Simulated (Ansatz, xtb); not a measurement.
Two isomers of C8H7O+

We compare X, `[O+]#CCc1ccccc1`, a singlet, with Y, `Cc1cccc(C#[O+])c1`, a singlet. Both are isolated ions in the gas phase, relaxed with B3LYP/def2-SVP; the shapes shown needn't be the lowest conformers.

X (Å):

```xyz
16

C    -0.4545    2.2288    0.8496
C     0.2718    1.1874    0.1694
C    -0.3399   -0.1331    0.6548
C     0.1830   -0.7572    1.7983
C    -0.3705   -1.9647    2.2274
C    -1.4449   -2.5308    1.5313
C    -1.9705   -1.8952    0.4003
C    -1.4266   -0.6872   -0.0397
O    -1.0751    2.9686    1.4249
H     1.3419    1.3107    0.4247
H     0.1609    1.3641   -0.9177
H     1.0283   -0.3230    2.3395
H     0.0421   -2.4668    3.1050
H    -1.8744   -3.4758    1.8715
H    -2.8038   -2.3432   -0.1450
H    -1.8342   -0.1985   -0.9291
```

Y (Å):

```xyz
16

C    -0.8349    0.0344   -1.4517
C    -0.6556   -0.1987    0.0241
C     0.2094    0.6231    0.7846
C     0.4119    0.4483    2.1609
C    -0.2473   -0.5631    2.8426
C    -1.1211   -1.3976    2.0895
C    -1.7948   -2.4178    2.7405
C    -1.3277   -1.2209    0.6888
O    -2.3445   -3.2518    3.2730
H    -1.5359   -0.6834   -1.8985
H     0.1295   -0.0535   -1.9776
H    -1.2168    1.0508   -1.6397
H     0.7443    1.4301    0.2753
H     1.0911    1.1107    2.7015
H    -0.1052   -0.7177    3.9137
H    -2.0070   -1.8835    0.1482
```

**Question.** Which of the two would you expect CCSD(T)/def2-SVP + ΔMP2/def2-TZVPP electronic energies to favour?

**Answer.** Structure Y; the calculation gives E(Y) − E(X) = −9.6 kcal/mol.

The same difference at several levels:

```csv
level,geometry,E(Y) − E(X) (kcal/mol),departure from the last row (kcal/mol),"job, with rough time for the two"
GFN2-xTB,GFN2-xTB,−10.1,−0.5,"optimisation, 0.22 s"
HF/STO-3G,GFN2-xTB,−23.1,−13.5,"single point, 0.52 s"
r2SCAN-D4/def2-SVP,GFN2-xTB,−14.5,−4.9,"single point, 5.1 s"
B3LYP/def2-SVP,B3LYP/def2-SVP,−13.0,−3.4,"optimisation, 62 s"
HF/def2-SVP,B3LYP/def2-SVP,−10.6,−1.0,part of the CCSD(T) run
MP2/def2-SVP,B3LYP/def2-SVP,−11.0,−1.4,part of the CCSD(T) run
CCSD(T)/def2-SVP,B3LYP/def2-SVP,−10.9,−1.3,single point
CCSD(T)/def2-SVP + ΔMP2/def2-TZVPP,B3LYP/def2-SVP,−9.6,,"single point, 2.7 min"
```

As drawn, both hold the same kinds of bond in the same numbers. Structure X has 0 methyl groups, Y 1.

The levels shown agree on the order. The largest departure from CCSD(T)/def2-SVP + ΔMP2/def2-TZVPP is that of HF/STO-3G, 13.5 kcal/mol. The last row adds to CCSD(T) the change of the MP2 difference between the two basis sets, here +1.3 kcal/mol.

With thermal terms from frequencies at re-optimised GFN2-xTB minima (ideal gas, soft modes damped towards free rotors, one conformer each, 298.15 K, 1 atm): on the last row, ΔE + ΔZPE = −9.2, ΔH = −8.9, ΔG = −9.6 kcal/mol.

The correlated steps freeze 9 core orbitals. Programs: Ansatz 0.2.0, xtb 6.7.1; the last row on 4 threads of Arm Neoverse V1 on a shared host.
